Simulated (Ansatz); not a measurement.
Consider the cleavage of the Ag–Ag bond: `[Ag][Ag]` + HBr → `[Br][Ag]` + `[AgH]`.

Program: Ansatz. Geometries: PBE0-D4/def2-TZVP. ΔE: electronic, gas phase. CBS: MP2 limit from def2 TZ/QZ plus the TZ coupled-cluster correction, frozen cores. DFT in def2-TZVPP. Elements past krypton have def2 core potentials. For Ag, Br outer-core shells are correlated without core-valence functions, which leaves a few kJ/mol of doubt a bond. Scalar relativity is left out up to krypton.

`[Ag][Ag]`:

Z-matrix (Å, degrees):
```
Ag
Ag 1 2.576
```

HBr:

```xyz
2

Br   -0.528    0.475    0.012
H     0.528   -0.475   -0.012
```

`[Br][Ag]`:

```xyz
2

Br   -1.125    0.092    0.421
Ag    1.125   -0.092   -0.421
```

`[AgH]`:

Cartesian coordinates in Å:
```
Ag 0.755 0.209 -0.200
H -0.755 -0.209 0.200
```

CCSD(T)/CBS gives +0.44 eV.

Question: Another level gave +0.33 eV. Which?
A. HF/def2-TZVPP
B. CCSD/def2-TZVPP
C. CCSD(T)/def2-TZVPP
D. ωB97X-V/def2-TZVPP

Answer: C. CCSD(T)/def2-TZVPP 0.33, ωB97X-V 0.11, CCSD/def2-TZVPP 0.28, HF/def2-TZVPP 0.04 eV.

Largest T1 diagnostic among the species: 0.026, so the coupled-cluster value is less sure than usual.

From r2SCAN to r2SCAN0 (25 % exact exchange), in def2-TZVPP and without D4, ΔE moves by −0.06 eV. Leaving LDA and LC-ωPBE aside and taking each functional with its dispersion term where it has one, the values, not all of them listed here, spread over 0.43 eV, from ωB97X-V to B97M-V. In def2-TZVPP, CCSD(T) changes the Hartree–Fock value by +0.29 eV (the triples alone add +0.05 eV) and MP2 by +0.43 eV.
